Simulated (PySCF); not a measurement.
Species: C4H3F3.
Numbering: `[CH:1]#[C:2][C@H:3]([F:4])[CH:5]([F:6])[F:7]` (hydrogens: H8 on C1; H9 on C3; H10 on C5)

Cartesian coordinates in Å at the GFN2-xTB level; atoms count from 1:
```
atom  x, y, z in Å
C1     2.0905    0.9571   -0.1365
C2     1.1678    0.1963   -0.1310
C3     0.0428   -0.7206   -0.1644
F4     0.1138   -1.5388   -1.2706
C5    -1.2819    0.0610   -0.2458
F6    -2.3299   -0.7488    0.0128
F7    -1.3079    1.0325    0.6921
H8     2.9038    1.6199   -0.1165
H9     0.0386   -1.3731    0.7203
H10   -1.4287    0.5192   -1.2359
```

The closed-shell ground state was solved at several levels (PySCF, density fitting, gas phase, non-relativistic).

```csv
level,basis functions,HOMO (eV),LUMO (eV),gap (eV),dipole (D)
PBE0/def2-SVPD,173,-8.70,-0.38,8.32,1.75
PBE0/pcSseg-1,134,-8.64,-0.19,8.45,1.69
```

(1) What might CAM-B3LYP/def2-SVPD (173 basis functions) give for the same quantities?

(2) Over all these levels, which gives the widest orbital gap and which the narrowest?

(3) How far do the dipole and the HOMO energy spread over the levels?

Results:

(1) HOMO -10.11 eV, LUMO 0.71 eV, gap 10.82 eV, dipole 1.82 D.

(2) CAM-B3LYP/def2-SVPD (range-separated hybrid) has the widest, 10.82 eV, and PBE0/def2-SVPD (global hybrid, 25 % exact exchange) the narrowest, 8.32 eV. The two share the basis. From the narrowest to the widest the HOMO moves by -1.41 eV and the LUMO by +1.09 eV.

(3) The dipole runs from 1.69 to 1.82 D (mean 1.75 D) and the HOMO from -10.11 to -8.64 eV.

One conformer stands for the species.
